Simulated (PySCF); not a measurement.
# Working out the electron affinity of Zr

Zr- [Kr] 4d3 5s2 (4F) → Zr [Kr] 4d2 5s2 (3F). All numbers are calculated (PySCF 2.14, a scalar-relativistic core potential, in aug-cc-pVDZ-PP with ECP28MDF (5s5p4d2f, 54 functions)). Frozen: 4s2 4p6. Energies in hartree (1 hartree = 27.21139 eV):

```json
{"part": "UHF", "Zr- (lower)": "-46.294916", "Zr (upper)": "-46.302154"}
{"part": "CCSD correlation", "Zr- (lower)": "-0.067297", "Zr (upper)": "-0.054231"}
{"part": "(T)", "Zr- (lower)": "-0.005232", "Zr (upper)": "-0.002491"}
```

Task: What does Hartree-Fock give?

Result: (-46.302154) − (-46.294916) = -0.007238 hartree = -0.197 eV.

Task: What do CCSD and CCSD(T) give?

Result: The CCSD correlation energies differ by 0.013066 hartree = 0.356 eV and the triples by 0.002741 hartree = 0.075 eV, so CCSD gives 0.159 eV and CCSD(T) 0.234 eV.

Reference: 0.433 eV (measured; photodetachment measurements, as compiled on the Wikipedia data page of electron affinities), between the lowest levels; spin-orbit coupling is absent from the calculation.

A double-zeta basis recovers only part of the correlation energy.

The coupled-cluster amplitudes are large, so a single reference is strained.

What remains against the reference includes basis incompleteness, the frozen core and higher excitations.
